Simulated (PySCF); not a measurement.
Correlation energy of Ti²⁺ (titanium, charge +2)

[Ar] 3d1 4p1, one real determinant (an excited configuration). Calculation: PySCF 2.14, in ANO-RCC-VTZP; scalar relativity by spin-free X2C-1e. Frozen: [Ne]; 10 electrons correlated.

```
  level  correlation energy (mhartree)
   CCSD                        -302.11
    (T)                          -6.60
CCSD(T)                        -308.71
```

Diagnostics: T1 = 0.0065, D1 = 0.0264, largest double amplitude 0.034.

Problem. Is a single reference adequate?

Solution. Yes: T1 lies below 0.03 and no double amplitude reaches 0.07.

The reference is one real determinant that mixes LS terms of this configuration.
